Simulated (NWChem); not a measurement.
System meant: C7H12O2; SMILES CC(OC(C(C)=C)=O)C

The following NWChem deck was run.

```
start job
memory heap 200 mb stack 900 mb global 1100 mb
geometry units angstroms noautoz
  C      1.637139    -1.901689     0.409865
  C      0.341541    -1.863192     0.072474
  C     -0.522267    -3.072291    -0.101715
  C     -0.353911    -0.560873    -0.158958
  O     -1.523068    -0.486837    -0.454598
  O      0.441147     0.503147    -0.009668
  C     -0.137956     1.802933    -0.215178
  C      0.990823     2.709958    -0.654737
  C     -0.828652     2.262145     1.054813
  H      2.215759    -0.983356     0.523117
  H      2.145242    -2.854806     0.581076
  H      0.044181    -3.995105     0.081901
  H     -0.943876    -3.106943    -1.118241
  H     -1.383305    -3.037771     0.583628
  H     -0.888081     1.705216    -1.016306
  H      1.756696     2.790530     0.132127
  H      0.607628     3.718769    -0.867514
  H      1.470474     2.322594    -1.565193
  H     -1.644517     1.575347     1.319883
  H     -0.113364     2.307952     1.890692
  H     -1.259790     3.264553     0.912612
end
basis spherical
  C library def2-svp
  O library def2-svp
  H library def2-svp
end
dft
  xc pbe0
  iterations 4
  semidirect filesize 400000000
  mulliken
end
task dft energy
```

End of the output:

```
    Atom       Charge   Shell Charges
 -----------   ------   -------------------------------------------------------
    1 C    6     6.01   1.97  0.60  0.32  1.84  1.22  0.07
    2 C    6     6.09   1.97  0.62  0.29  1.93  1.17  0.10
    3 C    6     6.06   1.96  0.57  0.30  1.90  1.25  0.07
    4 C    6     5.91   1.96  0.60  0.27  1.80  0.97  0.30
    5 O    8     8.19   1.97  0.92  0.65  2.69  1.92  0.03
    6 O    8     8.08   1.97  0.91  0.56  2.73  1.87  0.03
    7 C    6     5.93   1.96  0.60  0.29  1.87  1.06  0.15
    8 C    6     6.07   1.96  0.58  0.30  1.91  1.25  0.07
    9 C    6     6.08   1.96  0.58  0.31  1.91  1.25  0.07
   10 H    1     0.97   0.63  0.27  0.07
   11 H    1     0.97   0.63  0.27  0.07
   12 H    1     0.97   0.64  0.26  0.07
   13 H    1     0.95   0.63  0.26  0.07
   14 H    1     0.95   0.63  0.26  0.07
   15 H    1     0.98   0.65  0.26  0.07
   16 H    1     0.97   0.64  0.27  0.07
   17 H    1     0.96   0.63  0.26  0.07
   18 H    1     0.97   0.64  0.26  0.07
   19 H    1     0.96   0.63  0.26  0.07
   20 H    1     0.97   0.63  0.27  0.07
   21 H    1     0.96   0.63  0.26  0.07

 center of mass
 --------------
 x =  -0.02912565 y =  -0.05399351 z =  -0.02075149

 moments of inertia (a.u.)
 ------------------
        1889.149584658991           0.000000000000           0.000000000000
           0.000000000000         569.777046752798           0.000000000000
           0.000000000000           0.000000000000        2190.631257459610

     Multipole analysis of the density
     ---------------------------------

     L   x y z        total         alpha         beta         nuclear
     -   - - -        -----         -----         ----         -------
     0   0 0 0     -0.000000    -35.000000    -35.000000     70.000000

     1   1 0 0      0.647035      0.323517      0.323517     -0.000000
     1   0 1 0      0.226069      0.113035      0.113035     -0.000000
     1   0 0 1      0.166766      0.083383      0.083383     -0.000000

     2   2 0 0    -42.919767   -150.792450   -150.792450    258.665133
     2   1 1 0     -1.497101     -1.543481     -1.543481      1.589861
     2   1 0 1     -0.577646      1.988885      1.988885     -4.555415
     2   0 2 0    -35.177132   -538.219611   -538.219611   1041.262089
     2   0 1 1     -0.669039     -0.657845     -0.657845      0.646652
     2   0 0 2    -41.177254    -65.311981    -65.311981     89.446708

 ------------------------------------------------------------------------
 dft energy failed                                                                                  0
 ------------------------------------------------------------------------
 ------------------------------------------------------------------------
  current input line :
    37: task dft energy
 ------------------------------------------------------------------------
 ------------------------------------------------------------------------
 This type of error is most commonly associated with calculations not reaching convergence criteria
 ------------------------------------------------------------------------
 For more information see the NWChem manual at https://nwchemgit.github.io

0:dft energy failed:Received an Error in Communication
```

Q: What is wrong, and how is it mended?

A: Convergence was not reached. Cause: the SCF was allowed too few iterations. This input runs:
```
start job
memory heap 200 mb stack 900 mb global 1100 mb
geometry units angstroms noautoz
  C      1.637139    -1.901689     0.409865
  C      0.341541    -1.863192     0.072474
  C     -0.522267    -3.072291    -0.101715
  C     -0.353911    -0.560873    -0.158958
  O     -1.523068    -0.486837    -0.454598
  O      0.441147     0.503147    -0.009668
  C     -0.137956     1.802933    -0.215178
  C      0.990823     2.709958    -0.654737
  C     -0.828652     2.262145     1.054813
  H      2.215759    -0.983356     0.523117
  H      2.145242    -2.854806     0.581076
  H      0.044181    -3.995105     0.081901
  H     -0.943876    -3.106943    -1.118241
  H     -1.383305    -3.037771     0.583628
  H     -0.888081     1.705216    -1.016306
  H      1.756696     2.790530     0.132127
  H      0.607628     3.718769    -0.867514
  H      1.470474     2.322594    -1.565193
  H     -1.644517     1.575347     1.319883
  H     -0.113364     2.307952     1.890692
  H     -1.259790     3.264553     0.912612
end
basis spherical
  * library def2-svp
end
dft
  xc pbe0
  iterations 150
  semidirect filesize 400000000
  mulliken
end
task dft energy
```
It converges to -423.62203 Ha (PBE0/def2-SVP).
